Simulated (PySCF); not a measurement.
## `n1c(C#N)cn([SiH3])c1`, C₄H₅N₃Si

Molfile (atoms numbered from 1):
```
C4H5N3Si
     RDKit          3D

 13 13  0  0  0  0  0  0  0  0999 V2000
    4.1389    0.3761    0.3011 N   0  0  0  0  0  0  0  0  0  0  0  0
    3.0335    0.1009    0.1711 C   0  0  0  0  0  0  0  0  0  0  0  0
    1.6695   -0.2000    0.0219 C   0  0  0  0  0  0  0  0  0  0  0  0
    0.6009    0.6419    0.2090 C   0  0  0  0  0  0  0  0  0  0  0  0
   -0.5278   -0.0811   -0.0493 N   0  0  0  0  0  0  0  0  0  0  0  0
   -2.1870    0.5020    0.0368 Si  0  0  0  0  0  4  0  0  0  0  0  0
   -0.0785   -1.3293   -0.3814 C   0  0  0  0  0  0  0  0  0  0  0  0
    1.2075   -1.4389   -0.3509 N   0  0  0  0  0  0  0  0  0  0  0  0
    0.5639    1.6718    0.4990 H   0  0  0  0  0  0  0  0  0  0  0  0
   -2.9837   -0.6614   -0.3312 H   0  0  0  0  0  0  0  0  0  0  0  0
   -2.4025    0.9407    1.4132 H   0  0  0  0  0  0  0  0  0  0  0  0
   -2.2912    1.6021   -0.9185 H   0  0  0  0  0  0  0  0  0  0  0  0
   -0.7479   -2.1244   -0.6387 H   0  0  0  0  0  0  0  0  0  0  0  0
  1  2  3  0
  2  3  1  0
  3  4  2  0
  4  5  1  0
  5  6  1  0
  5  7  1  0
  7  8  2  0
  8  3  1  0
  4  9  1  0
  6 10  1  0
  6 11  1  0
  6 12  1  0
  7 13  1  0
M  END
```

Theory: GIAO CAM-B3LYP/pcSseg-1 magnetisability, rotational g tensor and spin-rotation constants, non-relativistic, gas phase in PySCF. Geometry: GFN2-xTB.

(1) Give the nuclear spin-rotation constants along the inertial axes (H = +C I·J) beside the isotropic shieldings.

(2) How do the rotational constants and the g tensor change when H9, H10, H11, H12, H13 are replaced by deuterium?

## Answers

(1) Rotational constants 6.0978, 0.9330, 0.8169 GHz. A star marks the isotopologue with that one atom substituted, in its own axes.
| atom | isotope | Caa (kHz) | Cbb (kHz) | Ccc (kHz) | mean (kHz) | σ (ppm) |
| --- | --- | --- | --- | --- | --- | --- |
| N1 | 14N | 0.375 | 0.187 | 0.196 | 0.253 | -53.6 |
| N5 | 14N | 0.960 | 0.106 | 0.038 | 0.368 | 84.0 |
| N8 | 14N | 1.468 | 0.215 | 0.029 | 0.571 | -57.6 |
| H9 | 1H | -0.607 | 0.101 | -0.097 | -0.201 | 24.3 |
| H10 | 1H | -0.308 | 0.004 | -0.081 | -0.128 | 26.8 |
| H11 | 1H | -0.561 | -0.050 | 0.003 | -0.203 | 26.7 |
| H12 | 1H | -0.561 | -0.050 | 0.003 | -0.203 | 26.7 |
| H13 | 1H | -0.235 | 0.031 | -0.087 | -0.097 | 24.6 |
| C2 | 13C* | 0.204 | 0.378 | 0.371 | 0.318 | 65.1 |
| C3 | 13C* | 2.638 | 0.306 | 0.148 | 1.031 | 55.4 |
| C4 | 13C* | 2.208 | 0.433 | 0.133 | 0.925 | 44.9 |
| Si6 | 29Si* | -3.251 | -0.554 | -0.486 | -1.430 | 394.6 |
| C7 | 13C* | 2.062 | 0.435 | 0.177 | 0.891 | 36.5 |

For the geometry as given, no vibrational averaging.

(2) Constants 5.1687, 0.8803, 0.7657 GHz; g -0.0887, -0.0230, -0.0046, against -0.1045, -0.0238, -0.0045 before.
